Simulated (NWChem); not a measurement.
# CH₅FO₂Si; SMILES F[SiH](OC)O

```xyz
10

Si     0.0359    -0.4925     0.3723
O      0.9317    -1.7178    -0.2494
F     -1.4926    -0.5493    -0.1372
O      0.6768     0.9272    -0.1505
C      0.0164     2.1867    -0.0653
H      0.0228    -0.6551     1.8351
H      1.2538    -1.5926    -1.1536
H     -0.0842     2.5101     0.9790
H      0.6245     2.9216    -0.5996
H     -0.9788     2.1467    -0.5233
```
Atoms are numbered in this order, from 1.

Geometry: optimised at B3LYP/6-31G* (spherical d).

Question: Give the principal values of the shielding tensors (ppm) of Si1, O2, F3, O4, C5 from KT2/pcSseg-1, GIAO (NWChem), with their diamagnetic and paramagnetic parts as GIAO splits them.

Answer: 
```csv
atom,σ11,σ22,σ33,isotropic,diamagnetic,paramagnetic
Si1,391.9,404.8,431.0,409.2,884.1,-474.9
O2,227.5,259.2,317.3,268.0,390.3,-122.3
F3,241.7,270.6,381.4,297.9,473.8,-175.9
O4,213.4,294.4,340.9,282.9,396.2,-113.3
C5,102.3,104.6,183.9,130.3,247.1,-116.8
```
